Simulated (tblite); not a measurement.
Species: C6H4ClO2 (doublet state).
Atom-mapped SMILES: `[O:1][c:2]1[cH:3][c:4]([Cl:5])[cH:6][cH:7][c:8]1[OH:9]` (hydrogens: H10 on C3; H11 on C6; H12 on C7; H13 on O9)

The geometry is computed with GFN2-xTB (gas phase). This method treats the open shell by occupation alone, without spin polarisation.

List the bond lengths, angles and torsions at this level.

| bond | length (Å) |
| --- | --- |
| O1–C2 | 1.242 |
| C2–C3 | 1.430 |
| C3–C4 | 1.366 |
| C4–Cl5 | 1.725 |
| C4–C6 | 1.410 |
| C6–C7 | 1.380 |
| C7–C8 | 1.385 |
| C8–O9 | 1.322 |
| C2–C8 | 1.474 |
| C3–H10 | 1.078 |
| C6–H11 | 1.078 |
| C7–H12 | 1.078 |
| O9–H13 | 0.989 |

A selection of angles:
| angle | degrees |
| --- | --- |
| O1–C2–C3 | 126.3 |
| O1–C2–C8 | 116.9 |
| C3–C2–C8 | 116.8 |
| C2–C3–C4 | 119.7 |
| C2–C3–H10 | 118.4 |
| C4–C3–H10 | 121.9 |
| C3–C4–Cl5 | 120.0 |
| C3–C4–C6 | 122.3 |
| Cl5–C4–C6 | 117.7 |
| C4–C6–C7 | 120.5 |
| C4–C6–H11 | 119.1 |
| C7–C6–H11 | 120.4 |
| C6–C7–C8 | 119.4 |
| C6–C7–H12 | 121.0 |
| C8–C7–H12 | 119.6 |
| C7–C8–O9 | 124.0 |
| C2–C8–C7 | 121.3 |
| C2–C8–O9 | 114.8 |
| C8–O9–H13 | 105.3 |

Dihedral angles: H13–O9–C8–C7 180° (antiperiplanar).

C8 (carbon bonded to 2 C and O) is planar (angles 124.0°, 121.3° and 114.8°, sum 360.0°, 0.00 Å off the plane of its three neighbours). H13 on O9 lies 1.97 Å from O1, 4 bonds away (angle at H 118°; Bondi radii sum to 2.72 Å). C7 (carbon bonded to 2 C and H) is planar (angles 121.0°, 119.6° and 119.4°, sum 360.0°, 0.00 Å off the plane of its three neighbours). C3 (carbon bonded to 2 C and H) is planar (angles 121.9°, 119.7° and 118.4°, sum 360.0°, 0.00 Å off the plane of its three neighbours). The 9 heavy atoms lie in one plane (0.002 Å rms). The C–O distances run from 1.242 Å (O1–C2, drawn single) to 1.322 Å (C8–O9, drawn single), a spread of 0.080 Å. C2 (carbon bonded to 2 C and O) is planar (angles 126.3°, 116.9° and 116.8°, sum 360.0°, 0.00 Å off the plane of its three neighbours).

Point group: Cs (every atom within 0.08 Å of its image). Its GFN2-xTB frequencies are all real (lowest 109 cm⁻¹). Torsions: C7–C8–O9–H 180°.

Hardware: Arm Neoverse V1, one thread, on a shared host. Cost: 0.13 s of wall time. These figures are those of the optimisation.

One conformer stands for the species.
